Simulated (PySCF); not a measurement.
CH11FSi4.
InChI=1S/CH11FSi4/c2-6-5-1(3)4/h1H,5-6H2,3-4H3

Computed with PySCF 2.14.0, density-fitted response routines, TDDFT CAM-B3LYP/def2-SVPD, vertical, gas phase, core orbitals frozen in the response. Isolated species at its GFN2-xTB geometry (one conformer only). Torsions of this conformer, `[F:1][SiH2:2][SiH2:3][CH:4]([SiH3:5])[SiH3:6]`: F1–Si2–Si3–C4 61°, Si2–Si3–C4–Si5 63°.

| state | E (eV) | E (kJ/mol) | λ (nm) | f | \|μ\| (D) | main configurations (H = HOMO, L = LUMO) |
| --- | --- | --- | --- | --- | --- | --- |
| S1 | 6.49 | 626 | 191.0 | 0.021 | 0.93 | H→L (90%) |
| S2 | 7.20 | 694 | 172.3 | 0.0025 | 0.30 | H→L+1 (50%), H-2→L (25%) |
| S3 | 7.30 | 705 | 169.7 | 0.061 | 1.49 | H-2→L (38%), H→L+1 (30%), H-1→L (9%) |
| S4 | 7.34 | 708 | 169.0 | 0.011 | 0.64 | H-1→L (72%), H-1→L+1 (8%), H-2→L (8%) |
| S5 | 7.55 | 729 | 164.2 | 0.0097 | 0.58 | H-2→L+1 (27%), H-3→L (22%), H-4→L (20%) |
| S6 | 7.58 | 731 | 163.7 | 0.035 | 1.11 | H-1→L+1 (58%), H-2→L+1 (20%) |
| S7 | 7.65 | 738 | 162.1 | 0.011 | 0.61 | H-2→L+1 (43%), H-1→L+1 (23%) |
| S8 | 8.18 | 789 | 151.6 | 0.019 | 0.78 | H-3→L (22%), H→L+2 (13%), H→L+3 (11%) |

Triplets (Tamm–Dancoff): T1 5.72 eV, H→L (84%); T2 6.33 eV, H→L+1 (70%); T3 6.88 eV, H-2→L (44%), H-3→L (15%), H-4→L (14%).

The lowest singlet lies at 6.49 eV (191 nm, vacuum ultraviolet) and is weak; its leading configuration is HOMO→LUMO (90%). The most intense listed level is S3 at 7.30 eV (170 nm, f = 0.061), 0.82 eV above S1. Löwdin shares by element: HOMO silicon 52% or more, carbon 12%, fluorine 10% (atoms not listed hold the other 26%); LUMO silicon 52% or more, hydrogen 15% or more (atoms not listed hold the other 34%). Of the 8 states listed, 6 reach f = 0.01 and none stays under 0.0005. The oscillator strengths of these states sum to 0.171; summed over the whole spectrum of an exact calculation they would give the number of electrons, 82 (Thomas–Reiche–Kuhn). Orbital energies (eV): HOMO-3 -10.92, HOMO-2 -10.13, HOMO-1 -10.10, HOMO -9.86, LUMO 0.10, LUMO+1 0.52, LUMO+2 1.14. No computed singlet lies in the visible range (380 to 750 nm); the lowest, at 191 nm, stands 3.23 eV above its violet end (3.26 eV). The window holds the lowest 8 singlets.
